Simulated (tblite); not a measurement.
H₃O₄P, charge -1, doublet, at a GFN2-xTB geometry (a state made from the parent by changing its charge; the spin is typed, not shown lowest); GFN1-xTB run with tblite.

Here is a job for tblite.
```
$ tblite run mol.xyz --method gfn1 --charge -1 --spin 1 --etemp 2000 --json tblite.json --no-restart

# file mol.xyz
8

O      0.65738853     0.78994277     1.57170001
P      0.05538012    -0.13965985     0.15998664
O      1.30239840    -0.33548730    -0.63760686
O     -1.18992861    -1.28382886    -0.80885675
O     -0.81182172     1.16052664    -0.36088528
H      1.59934532     0.73366670     1.43279398
H     -0.64615389    -2.04297136    -1.00115575
H     -1.44818583     0.75497630    -0.94624700
```

It wrote (shortened):

```
xTB calculator
 | screened Coulomb repulsion
 | Coulomb electrostatics
 |  * isotropic Klopman-Ohno-Mataga-Nishimoto electrostatics
 |  * onsite third-order electrostatics
 | DFT-D3(BJ) dispersion correction

halogen bonding energy    0.0000000000000E+00 Eh
repulsion energy          9.7634554756978E-02 Eh
dispersion energy        -2.2117321176130E-03 Eh
number of electrons       3.3000000000000E+01 e
integral cutoff           2.3778036236194E+01 bohr

------------------------------------------------------------
  cycle        total energy    energy error   density error
------------------------------------------------------------
      1     -22.07672818052  -2.2172151E+01   8.4599875E-01
      2     -21.59148461455   4.8524357E-01   7.5517978E-01
      3     -21.96839943394  -3.7691482E-01   5.3080462E-01
      4     -23.35450164897  -1.3861022E+00   9.9760099E-02
      5     -23.39905298671  -4.4551338E-02   4.6706938E-02
      6     -23.40388880254  -4.8358158E-03   2.1359364E-02
      7     -23.40563030989  -1.7415073E-03   5.5080737E-03
      8     -23.40574665320  -1.1634331E-04   2.1406762E-03
      9     -23.40576870567  -2.2052467E-05   4.3987416E-04
     10     -23.40576928690  -5.8122846E-07   2.9516924E-04
     11     -23.40576968181  -3.9491287E-07   3.4832827E-05
     12     -23.40576968789  -6.0848357E-09   5.9947172E-06
------------------------------------------------------------

electronic energy        -2.3501192510532E+01 Eh
total energy             -2.3405769687893E+01 Eh

Post processing:
 | Mayer-Wiberg bond orders

[Info] JSON dump of results written to 'tblite.json'
```
